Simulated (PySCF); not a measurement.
2-thiophenemethanol (SMILES s1c(CO)ccc1)

Cartesian coordinates in Å; atom numbers follow the order of the lines, from 1:
```xyz
13

O    -2.4031   -0.5796   -0.7548
C    -1.7347    0.1048    0.2726
C    -0.2474   -0.0739    0.2385
C     0.6675    0.5297   -0.5899
C     1.9881    0.0311   -0.4206
C     2.0606   -0.9550    0.5296
S     0.5233   -1.2711    1.2203
H    -2.1099   -1.4971   -0.7341
H    -1.9668    1.1718    0.1368
H    -2.1168   -0.1772    1.2737
H     0.3899    1.3084   -1.3021
H     2.8555    0.3900   -0.9759
H     2.9400   -1.5004    0.8687
```

Method: quadratic response CAM-B3LYP/def2-TZVPD first hyperpolarisability, Taylor convention, gas phase in PySCF 2.14.0. Geometry: PBE0-D3(BJ)/def2-SVP.

**Question.** Give the tensor of the static β(0;0,0) in the axes of these coordinates.

**Answer.** In au, Taylor convention; rows are the first index (the induced dipole):
```
      xx     yy     zz     xy     xz    yz
x  +25.1   +2.6  -11.2  +14.6  -10.3  -4.1
y  +14.6  +36.9   +7.3   +2.6   -4.1  -2.9
z  -10.3   -2.9  -68.1   -4.1  -11.2  +7.3
```
Norm of βᵢ = ⅓ Σⱼ (βᵢⱼⱼ + βⱼᵢⱼ + βⱼⱼᵢ): 101.6 au, hyper-Rayleigh value 39.7 au.
